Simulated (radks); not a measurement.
The magnesium ion Mg2+ inside a hard spherical wall (all orbitals vanish at R), configuration held at [Ne] and not refilled when levels cross. Method: non-relativistic Kohn-Sham, LDA (Slater exchange, Perdew-Wang correlation), spin-polarised, spherical densities, point nucleus; computed with a radial shooting solver on a logarithmic mesh with Libxc functionals. Eigenvalues in eV for spin up, with the zero of energy where the potential of the charges vanishes at infinity; a dash marks a level that is unbound or too diffuse for the functional's potential to be trusted. A positive occupied level is held by the wall or, in an anion where self-interaction has pushed it up, behind a barrier. The pressure on the wall is -dE/dV.

R (bohr)  E (hartree)  kinetic (hartree)    e(1s)    e(2s)    e(2p)  e(3s, empty)  e(3p, empty)  pressure (GPa)
free       -198.28733            197.727  -1271.5  -99.137  -66.851       -17.891       -12.602               0
20         -198.28733            197.727  -1271.5  -99.137  -66.851       -17.891       -12.602        < 0.0001
12         -198.28733            197.727  -1271.5  -99.137  -66.851       -17.891       -12.602        < 0.0001
10         -198.28733            197.727  -1271.5  -99.137  -66.851       -17.890       -12.600        < 0.0001
7          -198.28733            197.727  -1271.5  -99.137  -66.851       -17.871       -12.497        < 0.0001
5          -198.28732            197.727  -1271.5  -99.137  -66.850       -17.391       -11.393        0.000686
3          -198.28172            197.787  -1271.2  -98.962  -66.652        -7.587         1.307            5.73
